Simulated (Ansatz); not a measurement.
Redistribution: C3H7Cl + C2H3F2I → C2H4ClI + C3H6F2

Species: C3H7Cl (2-chloropropane) `CC(C)Cl`, singlet; C2H3F2I `FCC(F)I`, singlet; C2H4ClI `CC(Cl)I`, singlet; C3H6F2 `CC(F)CF`, singlet. The partners trade CH3 for I; both sit on C, so the bond types are kept.

Shapes, held fixed at every level: PBE0-D4/def2-TZVP. Flexible molecules stand in one conformer, not always the lowest. Programs: Ansatz 0.2.0. The zero-point and thermal change to 298 K, harmonic and unscaled (PBE0-D4/def2-TZVP), is -0.3 kJ/mol.

```csv
level,kind,ΔH(298 K) (kJ/mol),less CCSD(T)/def2-TZVPP
r2SCAN-D4/def2-TZVPP,meta-GGA,+3.8,+3.6
B3LYP-D4/def2-TZVPP,global hybrid,+1.2,+1.0
wB97X-V/def2-TZVPP,range-separated hybrid,+0.8,+0.6
B2PLYP/def2-TZVPP,double hybrid,+0.3,+0.1
MP2/def2-SVP,perturbation theory,-2.0,-2.2
CCSD/def2-TZVPP,coupled cluster or CI,-0.3,-0.5
CCSD(T)/def2-TZVPP,coupled cluster or CI,+0.2,0.0
```

The highest level, CCSD(T)/def2-TZVPP, gives ΔH(298 K) = +0.2 kJ/mol; the levels span -2.0 to +3.8. That is about zero within the method's error. They disagree on the sign: 5 of 7 are positive. The column of differences is taken from that level and isn't an error. No measured value is set beside it here. For atoms past krypton def2 sets carry core potentials with scalar relativity. Outer-core shells of I are correlated in most correlated rows, in sets that cover them unevenly.
